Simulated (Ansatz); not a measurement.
Total energies of the cluster W2O6⁺ from Ansatz at r2SCAN-D4/def2-TZVP, gas phase (1 Eh = 27.2114 eV = 2625.5 kJ/mol). The reference geometry is relaxed at PBE-D4/def2-SVP.

| atom | x (Å) | y (Å) | z (Å) |
| --- | --- | --- | --- |
| W1 | -0.974 | 0.855 | 0.670 |
| W2 | 0.974 | -0.855 | -0.670 |
| O3 | 1.904 | -2.107 | 0.087 |
| O4 | -0.912 | -0.835 | -0.260 |
| O5 | 1.389 | -0.784 | -2.352 |
| O6 | -1.389 | 0.784 | 2.352 |
| O7 | 0.912 | 0.835 | 0.260 |
| O8 | -1.904 | 2.107 | -0.087 |

```json
{"state": "charge 1 doublet", "geometry": "reference", "energy (Eh)": "-585.57847"}
{"state": "charge 0 singlet", "geometry": "reference", "energy (Eh)": "-585.98531"}
{"state": "charge 1 quartet", "geometry": "relaxed at PBE-D4/def2-SVP", "energy (Eh)": "-585.49245"}
```

In the def2 sets W takes a core potential; there is no spin–orbit coupling.

Problem. Work out the vertical electron affinity, to the singlet.

Solution. E(charge 1 doublet) − E(charge 0 singlet) = -585.57847 − (-585.98531) = 0.40684 Eh = 11.07 eV.

Problem. Which of the charge 1 states is lowest, and how far above it are the others?

Solution. The doublet. quartet: -585.49245 − (-585.57847) = 0.08602 Eh = 225.8 kJ/mol.

At r2SCAN-D4/def2-TZVP the gap within one spin of the charge 1 doublet nearly closes, so an electron or hole may be smeared out by delocalisation error. 

The structure comes from a short search, and lower isomers may exist.
